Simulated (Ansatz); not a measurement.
Two shapes of singlet BF3.

Shape 1:

```xyz
4

B     0.0136   -0.0481   -0.0022
F     1.2932    0.0440   -0.0166
F    -0.6680    1.1296   -0.0481
F    -0.6646   -1.1204    0.0469
```

Shape 2:

```xyz
4

B     0.0000    0.0000    0.0000
F     1.2055    0.0000    0.0000
F    -0.6028    1.0440    0.0000
F    -0.6028   -1.0440    0.0000
```

Basis set: cc-pVTZ (spherical functions). Frozen core: 4 orbitals. Charge 0, multiplicity 1.

Computed with Ansatz (development build ahead of 0.2.0); each method stands on the lowest determinant of its kind that the runs found.

**Question.** Which shape is lower in energy, and by how much in each method?

**Answer.**

```
 method  E(2) − E(1) (eV)
    RHF             0.770
RHF-MP2             1.119
```

Shape 1 is lower. Caution: no unrestricted run beside it, a lower state can exist.
